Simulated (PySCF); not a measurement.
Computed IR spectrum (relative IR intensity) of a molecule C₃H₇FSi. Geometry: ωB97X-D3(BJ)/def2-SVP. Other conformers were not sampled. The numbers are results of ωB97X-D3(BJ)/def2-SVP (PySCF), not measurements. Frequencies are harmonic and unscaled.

Lines under 2 % of the strongest are left out, and lines within 2 cm⁻¹ are merged.

ν (cm⁻¹): 137 (vw), 421 (w), 523 (w), 674 (vw), 726 (vw), 760 (m), 812 (s), 888 (m), 913 (w), 975 (vs), 1070 (w), 1090 (m), 1120 (vw), 1183 (vs), 1217 (vw), 1331 (w), 1393 (m), 1418 (w), 1458 (w), 2263 (s), 2268 (vs), 3080 (m), 3100 (vw), 3104 (vw), 3189 (w) (against the strongest line: vs over 80 %, s over 45 %, m over 15 %, w over 4 %, vw less)

### Question
Which molecule gave these data?
(A) C=C[C@H](F)[SiH3]
(B) C=C(F)[SiH2]C
(C) FC1C[SiH2]C1
(D) C=C(F)C[SiH3]

### Answer
C, FC1C[SiH2]C1
